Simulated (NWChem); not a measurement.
# CH3Cd, doublet; SMILES [CH3][Cd]

Computed with NWChem. Spin-unrestricted. In the optimisation the excess spin sits in a1 (C3v, its own frame). All runs use the structure optimised with PBE0/def2-SVP, spin-unrestricted. The spin multiplicity was typed, not searched, and may not be the lowest. No stability test was run on the SCF state. def2 effective core potentials on Cd; no spin-orbit coupling. Level B3LYP/def2-SVP: energy and gradient on several grids; changes count from the extra-fine grid, which is no exact limit either.

Task: Which is the coarsest grid (xcoarse; medium; fine; coarse; xfine) from which on the energy stays within 100 μHa and each gradient component within 200 μHa/bohr of xfine?

Result: medium.
```
grid     size of the energy change (μHa)  largest change of a gradient component (μHa/bohr)
-------  -------------------------------  -------------------------------------------------
xcoarse                              900                                                400
coarse                                30                                                500
medium                              < 10                                                 30
fine                                < 10                                               < 30
xfine                               < 10                                               < 30
```
